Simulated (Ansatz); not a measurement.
Consider the ligand exchange at the Si–O bond: `O[SiH](O)O[Si](O)(F)F` + `O[SiH](O)F` → `O[SiH](O)O[SiH](O)F` + `O[Si](O)(F)F`.

Program: Ansatz. Geometries: PBE0-D4/def2-TZVP. ΔE: electronic, gas phase. CBS: MP2 limit from def2 TZ/QZ plus the TZ coupled-cluster correction, frozen cores. This one scheme is used for every species. DFT in def2-TZVPP. B3LYP here is the variant with VWN-RPA as its local correlation; programs differ in this. One conformer a species, not always the lowest.

Problem. Is it downhill or uphill in electronic energy at CCSD(T)/CBS, and by how much? (An estimate is asked.)

Solution. The calculation gave: Uphill: ΔE = +5.2 kJ/mol.

Problem. What do these levels give: PBE-D4, r2SCAN-D4, B3LYP-D4, B2PLYP, PBE, PBE0, HF/def2-TZVPP, MP2/def2-TZVPP, SCS-MP2/def2-TZVPP, CCSD/def2-TZVPP, HF/def2-QZVPP, MP2/def2-QZVPP? (Estimate.)

Solution. Computed: PBE-D4 5.6, r2SCAN-D4 5.0, B3LYP-D4 6.1, B2PLYP 4.7, PBE 4.3, PBE0 4.5, HF/def2-TZVPP 3.5, MP2/def2-TZVPP 5.5, SCS-MP2/def2-TZVPP 5.0, CCSD/def2-TZVPP 5.4, HF/def2-QZVPP 3.5, MP2/def2-QZVPP 5.2 kJ/mol.

Largest T1 diagnostic among the species: 0.012.
